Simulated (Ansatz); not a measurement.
Job for Ansatz (an electronic-structure program): R-BHLYP/def2-TZVPPD on HF (SMILES F) with ghost functions. Files ending in .json are basis or fitting sets from the Basis Set Exchange.

Ansatz 0.2 input:
```yaml
crystal:
  periodic: [false, false, false]
  atoms:
    - {symbol: F, position_ang: [-0.12660359, 0.09559028, -0.06366124]}
    - {symbol: H, position_ang: [0.19281855, 0.62387333, 0.63389235]}
basis:
  gaussian:
    orbitals: def2-TZVPPD.json
    ghost_atoms:
      - {symbol: F, position_ang: [0.75635816, 0.88914306, 2.35940335]}
      - {symbol: C, position_ang: [0.38930304, -0.19003344, 3.14361875]}
      - {symbol: F, position_ang: [-0.71327627, 0.16048036, 3.84364928]}
      - {symbol: H, position_ang: [1.20943077, -0.38860490, 3.83260488]}
      - {symbol: H, position_ang: [0.15119168, -1.02064379, 2.47995361]}
hamiltonian:
  xc: {name: BHLYP}
scf: {lower_state_search: off}
```

The head of its log:

```
WARN ansatz: RAYON_NUM_THREADS=2 ignored (pool sized by the plan → 2); use --threads N
Functional definition: BHLYP
these checks for a lower state are left out or cut short: stability, starts, cluster_reference, orbital_swaps, neighbouring_geometries, increment
integrals: 0.09 GiB planned
922 factors; their error is unknown
mean field: 0.85 GiB planned
mean field evaluation 1: about -2732.1750 eV, gradient 3.0e1 eV
mean field evaluation 2: about -2731.8285 eV, gradient 3.6e1 eV
```

Predict the final total energy.

-100.4532 hartree.
